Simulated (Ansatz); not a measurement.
C4H5F5O, SMILES `FC[C@@H](F)[C@@H](F)OC(F)F`, 15 atoms. Total charge 0; spin multiplicity 1. Hardware: A = 4 threads of an AMD EPYC 7R13 on a shared host and a share of an NVIDIA H100 80 GB; B = 4 threads of an AMD EPYC 7R13 on a shared host. Correlated methods freeze the cores. Open-shell runs search over several starts.

Give the basis size and wall time and peak host memory of each of these runs in Ansatz. RKS ωB97M-V/def2-SVP energy [B]; RKS ωB97M-V/def2-TZVPP energy and forces [A]; RKS B2PLYP (frozen core)/def2-TZVPP energy [A]; RKS PBE0-D4/def2-TZVP relaxation (11 steps) [A]; RKS PBE0-D4/def2-TZVP frequencies [A]; RKS PBE0-D4/def2-QZVPP energy [A]; RHF-CCSD(T)/def2-SVP energy [A]; UKS ωB97M-V/def2-TZVPP energy of the cation [A]; RHF-MP2/def2-QZVPP energy [A]; UKS PBE0-D4/def2-TZVPP energy of the cation [A]; UKS B3LYP-D4/def2-TZVPP energy of the cation [A]; UKS r2SCAN-D4/def2-TZVPP energy of the cation [A]. (An estimate is asked.)

Computed: Other jobs shared the machine, so times are rough.

```tsv
level	job	functions	wall time	peak host memory (GiB)
RKS PBE0-D4/def2-QZVPP	energy [A]	720	6 s	1.2
RKS ωB97M-V/def2-TZVPP	energy and forces [A]	380	6 s	1
RKS B2PLYP (frozen core)/def2-TZVPP	energy [A]	380	6 s	1.7
RKS ωB97M-V/def2-SVP	energy [B]	165	8 s	0.73
RHF-MP2/def2-QZVPP	energy [A]	720	8 s	1.4
RHF-CCSD(T)/def2-SVP	energy [A]	165	8.6 s	0.76
UKS PBE0-D4/def2-TZVPP	energy of the cation [A]	380	12 s	0.95
UKS r2SCAN-D4/def2-TZVPP	energy of the cation [A]	380	16 s	1
UKS B3LYP-D4/def2-TZVPP	energy of the cation [A]	380	17 s	0.95
UKS ωB97M-V/def2-TZVPP	energy of the cation [A]	380	18 s	1.2
RKS PBE0-D4/def2-TZVP	relaxation (11 steps) [A]	340	34 s	0.92
RKS PBE0-D4/def2-TZVP	frequencies [A]	340	2.3 min	0.92
```

B3LYP here is the variant with VWN-RPA as its local correlation; programs differ in this.
